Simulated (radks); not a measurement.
Task: The helium ion He+, 1s1. Method: non-relativistic Kohn-Sham, exchange-only LDA, spin-polarised, spherical densities, point nucleus; computed with a radial shooting solver on a logarithmic mesh with Libxc functionals. Every spin shell is full or empty, so the densities are truly spherical. Functionals are evaluated on that one density, not self-consistently. Rank these exchange functionals by their error against the exact value of the orbitals, and give that value: LDA, B88, PBE, revPBE, RPBE, PW86, OPTX, AM05, SOGGA, B86b, TPSS, revTPSS, r2SCAN, MVS.

Result: Exact: -0.607309 hartree. From best to worst, with 100 (|E| - |E exact|)/|E exact| (equal figures are ties): revTPSS +0.08, TPSS +0.09, r2SCAN +0.10, MVS +0.11, PW86 -0.13, RPBE -0.21, revPBE -0.43, OPTX -0.47, B88 -0.69, B86b -0.94, PBE -1.90, SOGGA -6.41, AM05 -10.93, LDA -14.14.
